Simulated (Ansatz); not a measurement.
Reaction (ligand exchange at the Al–O bond): `O[Si](O)(O)[O][AlH][F]` + HBr → `[F][AlH][Br]` + `O[Si](O)(O)O`

Calculated with Ansatz (gas phase, PBE0-D4/def2-TZVP geometries, no zero-point term in ΔE). CCSD(T)/CBS is the MP2 limit (def2-TZVPP, def2-QZVPP) plus CCSD(T) − MP2 in def2-TZVPP, frozen cores. This one scheme is used for every species. DFT in def2-TZVPP. For Br outer-core shells are correlated without core-valence functions, which leaves a few kJ/mol of doubt a bond. Scalar relativity is left out up to krypton. One conformer a species, not always the lowest.

`O[Si](O)(O)[O][AlH][F]`:

Cartesian coordinates in Å:
```
O 1.461 -1.186 -0.265
Si 0.788 0.250 0.144
O 0.749 0.467 1.759
O 1.645 1.531 -0.380
O -0.681 0.211 -0.529
Al -2.274 -0.302 -0.581
F -2.861 -1.166 0.692
H 2.381 -1.310 -0.026
H 0.424 -0.265 2.285
H 1.578 1.742 -1.312
H -3.210 0.028 -1.787
```

HBr:

```xyz
2

Br   -0.138   -0.691    0.088
H     0.138    0.691   -0.088
```

`[F][AlH][Br]`:

Z-matrix (Å, degrees):
```
Al
F 1 1.641
Br 1 2.237 2 117.7
H 1 1.563 2 119.7 3 -180.0
```

`O[Si](O)(O)O`:

```xyz
9

O     0.771    1.430    0.145
Si    0.000    0.000    0.000
O    -1.580    0.300    0.272
O     0.438   -1.155    1.065
O     0.371   -0.575   -1.481
H     0.446    2.026    0.820
H    -2.126   -0.453    0.503
H     1.237   -1.644    0.862
H     0.443    0.071   -2.185
```

```tsv
level	ΔE (kcal/mol)
r2SCAN-D4	-1.2
r2SCANh-D4	-1.4
r2SCAN0-D4	-1.7
CAM-B3LYP-D4	1.1
B2PLYP	-0.3
PBE0	-3.0
CAM-B3LYP	0.3
MP2/CBS(def2)	-1.5
```

What does CCSD(T)/CBS give? (An estimate is asked.)

Ansatz gave: -0.9 kcal/mol. The listed levels differ from it by -0.3, -0.5, -0.8, 2.0, 0.6, -2.1, 1.2, -0.6 kcal/mol.

Largest T1 diagnostic among the species: 0.012.

The D4 term adds +1.0 kcal/mol with B3LYP and +0.7 kcal/mol with PBE0; it sums over pairs of atoms, weighted by their polarisabilities, and B3LYP, whose exchange is more repulsive, gets the larger term. Leaving LDA and LC-ωPBE aside and taking each functional with its dispersion term where it has one, the values, not all of them listed here, spread over 3.6 kcal/mol, from HSE06-D4 to BLYP-D4. LDA lies +1.0 kcal/mol from PBE without D4. At CCSD(T), def2-SVP lies +2.1 kcal/mol from the extrapolated value and def2-TZVPP +1.0 kcal/mol.

B3LYP here is the variant with VWN-RPA as its local correlation; programs differ in this.

CCSD(T)/CBS has its own doubt, a few kJ/mol and more with outer-core shells, so smaller differences from it don't rank the levels.
